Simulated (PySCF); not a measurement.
## The second ionisation energy along the 5p block

Calculated with PySCF 2.14 from differences of total energies of unrestricted determinants, without spin-orbit coupling. Values in eV. The last column holds reference values (NIST; (s) semi-empirical, (t) theoretical, else measured). Unmarked ones compare directly (S terms, centres of terms, or small fine structure); those marked * lie between the lowest fine-structure levels and include a spin-orbit shift.

| element | configurations | UHF | CCSD (valence) | CCSD(T) (valence) | PBE0 | r2SCAN | SCS-MP2 (valence and next inner shell) | reference |
| --- | --- | --- | --- | --- | --- | --- | --- | --- |
| In (x2c-QZVPPall, spin-free X2C) | [Kr] 4d10 5s2 → [Kr] 4d10 5s1 | 17.015 | 17.913 | 17.913 | 18.662 | 18.695 | 18.819 | 18.870 |
| Sn (x2c-QZVPPall, spin-free X2C) | [Kr] 4d10 5s2 5p1 → [Kr] 4d10 5s2 | 13.749 | 14.031 | 14.051 | 14.265 | 14.378 | 14.069 | 14.282 |
| Sb (x2c-QZVPPall, spin-free X2C) | [Kr] 4d10 5s2 5p2 → [Kr] 4d10 5s2 5p1 | 16.002 | 16.372 | 16.397 | 16.537 | 16.649 | 16.417 | 16.626 ± 0.025 * |
| Te (x2c-QZVPPall, spin-free X2C) | [Kr] 4d10 5s2 5p3 → [Kr] 4d10 5s2 5p2 | 18.344 | 18.783 | 18.815 | 18.854 | 18.993 | 18.827 | 18.6 ± 0.4 * |
| I (x2c-QZVPPall, spin-free X2C) | [Kr] 4d10 5s2 5p4 → [Kr] 4d10 5s2 5p3 | 17.676 | 18.550 | 18.582 | 18.750 | 18.758 | 18.584 | 18.750 |
| Xe (x2c-QZVPPall, spin-free X2C) | [Kr] 4d10 5s2 5p5 → [Kr] 4d10 5s2 5p4 | 20.070 | 20.958 | 20.997 | 21.112 | 21.113 | 21.060 | 20.975 (s) * |

Task: Which of these methods has the smallest mean absolute error against the measured values here?

Result: PBE0, with 0.075 eV.

```
                                method  elements  mean error (eV)  mean absolute error (eV)  largest error (eV)
                                   UHF         3           -1.154                     1.154              -1.855
                        CCSD (valence)         3           -0.469                     0.469              -0.958
                     CCSD(T) (valence)         3           -0.452                     0.452              -0.958
                                  PBE0         3           -0.075                     0.075              -0.208
                                r2SCAN         3           -0.024                     0.093              -0.175
SCS-MP2 (valence and next inner shell)         3           -0.143                     0.143              -0.213
```

Errors include the incompleteness of the basis and the frozen core.

"Valence" correlates the outer s and p shells and, in groups 3 to 12 and the f block, the outer d or f shell, open or full, or the next shell where the ion has no valence electron left; the wider scheme adds the next inner shell.
